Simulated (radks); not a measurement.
Values are calculated unless marked as measured or tabulated.
Au+, configuration [Xe] 4f14 5d10 (the NIST ground configuration).

Level of theory: scalar-relativistic Kohn-Sham, SCAN, spin-polarised, spherical densities, finite nucleus; meta-GGA in the generalised Kohn-Sham scheme; Fermi nuclear charge, rms radius 5.4371 fm (a radial shooting solver on a logarithmic mesh with Libxc functionals).

Energy parts (eV):
total: -517292.54
kinetic: 578498.84
electron-nucleus: -1286278.26
Hartree: 200378.88
exchange-correlation: -9891.99

Orbitals (lengths in bohr, moments of r in powers of bohr; r(90%) holds 90 % of the orbital's charge):
\begin{tabular}{lrrrrr}
orbital & occ. & eigenvalue (eV) & r(90%) & <r^4> & <1/r> \\ \hline
1s & 2 & -80848.78 & 0.0308 & 4.252e-07 & 95.71 \\
2s & 2 & -14300.47 & 0.110 & 0.00006223 & 22.47 \\
2p & 6 & -12362.33 & 0.105 & 0.00005056 & 19.98 \\
3s & 2 & -3394.366 & 0.269 & 0.002245 & 8.335 \\
3p & 6 & -2828.932 & 0.277 & 0.002473 & 7.597 \\
3d & 10 & -2223.175 & 0.260 & 0.001909 & 7.141 \\
4s & 2 & -749.5666 & 0.583 & 0.05030 & 3.564 \\
4p & 6 & -563.3193 & 0.628 & 0.06722 & 3.222 \\
4d & 10 & -338.7213 & 0.684 & 0.09351 & 2.887 \\
5s & 2 & -118.9887 & 1.33 & 1.374 & 1.452 \\
4f & 14 & -90.4154 & 0.801 & 0.1883 & 2.462 \\
5p & 6 & -69.8922 & 1.56 & 2.599 & 1.233 \\
5d & 10 & -15.4808 & 2.45 & 16.31 & 0.8437 \\
\end{tabular}

The highest occupied level is 5d at -15.481 eV. Summed over all electrons, <r^2> = 47.98 bohr^2, which gives a Langevin (diamagnetic) susceptibility term of -38 x 10^-6 cm^3/mol.
